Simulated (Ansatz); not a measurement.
Kohn–Sham single points on `C[BH][AlH][F]`.

```yaml
crystal:
  periodic: [false, false, false]
  atoms:
    - {symbol: C, position_ang: [-0.577871, 1.037856, 0.822116]}
    - {symbol: B, position_ang: [0.405862, 0.459964, -0.233486]}
    - {symbol: Al, position_ang: [0.617410, -1.597670, -0.750000]}
    - {symbol: F, position_ang: [-0.439361, -2.224453, -1.866562]}
    - {symbol: H, position_ang: [-1.446860, 1.310671, 0.193282]}
    - {symbol: H, position_ang: [-0.958802, 0.355755, 1.583369]}
    - {symbol: H, position_ang: [-0.255481, 1.974221, 1.284753]}
    - {symbol: H, position_ang: [1.051449, 1.268502, -0.851095]}
    - {symbol: H, position_ang: [1.692154, -2.631147, -0.199576]}
basis:
  gaussian: {orbitals: def2-TZVPP}
hamiltonian: {xc: {name: CAM-B3LYP}, dispersion: d4}
output: {orbitals: {seedname: orbitals}}
```

```sh
$ ansatz run in.yaml --threads 2 --pin off --events-out ev --progress --plain --max-ram 4352MiB
```

It prints (some lines left out):

```
Functional definition: CAM-B3LYP
1088 factors; their error is unknown
294 factors; integrals over basis functions are off by at most 1.7e-5 eV
mean field evaluation 1: about -11104.0375 eV, gradient 5.7e1 eV
mean field evaluation 2: about -11102.3707 eV, gradient 7.0e1 eV
mean field evaluation 4: about -11110.1918 eV, gradient 2.2e0 eV
mean field evaluation 8: about -11110.2027 eV, gradient 8.2e-2 eV
mean field evaluation 16: about -11110.2056 eV, gradient 4.6e-5 eV
mean field -11110.20562945 eV, -408.2925261146 hartree, gradient 4.6e-5 eV, S^2 0.000000; 0 other end points of the search recorded, 0 dependent functions left out
reference -11110.20577079 eV, -408.2925313085 hartree; 19, 19 occupied and 186, 186 virtual orbitals, 1088 factors
Total energy: -11110.31677442 eV, -408.2966106167 hartree
```

Run time 2.6 s (2 threads of an Arm Neoverse V2 on a shared host); peak host memory 0.41 GiB.

With the line `hamiltonian: {xc: {name: B3LYP}, dispersion: d4}` and forces (abridged; 3.4 s):

```
Functional definition: B3LYP
mean field evaluation 16: about -11112.7709 eV, gradient 6.9e-5 eV
mean field -11112.77088513 eV, -408.3867975218 hartree, gradient 1.6e-5 eV, S^2 0.000000
Total energy: -11112.97903384 eV, -408.3944468457 hartree
Atom 0 force    -0.068803     0.038578     0.023625 eV/Å
Atom 1 force     0.120783     0.030686    -0.102746 eV/Å
Atom 2 force     0.145081     0.007847     0.123899 eV/Å
Atom 3 force    -0.087104    -0.046972    -0.089475 eV/Å
Atom 4 force     0.010746    -0.000571     0.037143 eV/Å
Atom 5 force     0.019903     0.037841    -0.023982 eV/Å
Atom 6 force    -0.016896    -0.044452    -0.002532 eV/Å
Atom 7 force    -0.064906    -0.083681     0.062643 eV/Å
Atom 8 force    -0.058804     0.060724    -0.028575 eV/Å
Dipole moment:     0.047480     0.336326     0.298240 e Å
```

With the line `hamiltonian: {xc: hse06, dispersion: d4}` (abridged; 2.5 s):

```
Functional definition: HSE06
mean field evaluation 16: about -11103.1580 eV, gradient 7.7e-5 eV
mean field -11103.15796998 eV, -408.0335294060 hartree, gradient 7.7e-5 eV, S^2 0.000000
Total energy: -11103.25987265 eV, -408.0372742599 hartree
```

The same input with `hamiltonian: {xc: lda}` (abridged; 1.1 s):

```
Functional definition: SPW92
mean field evaluation 16: about -11046.8888 eV, gradient 3.1e-4 eV
mean field -11046.88878198 eV, -405.9656748876 hartree, gradient 8.0e-5 eV, S^2 0.000000
Total energy: -11046.88882737 eV, -405.9656765555 hartree
```

Changing it to `hamiltonian: {xc: pbe0, dispersion: d4}` (abridged; 2.2 s):

```
Functional definition: PBE0
mean field evaluation 16: about -11103.5667 eV, gradient 6.0e-5 eV
mean field -11103.56674801 eV, -408.0485517215 hartree, gradient 6.0e-5 eV, S^2 0.000000
Total energy: -11103.67575758 eV, -408.0525577492 hartree
```

Changing it to `hamiltonian: {xc: {name: r2SCANh}, dispersion: d4}` (abridged; 4.1 s):

```
Functional definition: r2SCANh
mean field evaluation 16: about -11108.3889 eV, gradient 4.5e-5 eV
mean field -11108.38889072 eV, -408.2257621976 hartree, gradient 4.5e-5 eV, S^2 0.000000
Total energy: -11108.42268244 eV, -408.2270040203 hartree
```

B3LYP takes the VWN-RPA correlation (the form of Gaussian; ORCA's B3LYP/G).

HSE06 is the plane-wave form, built on full-range PBE exchange.
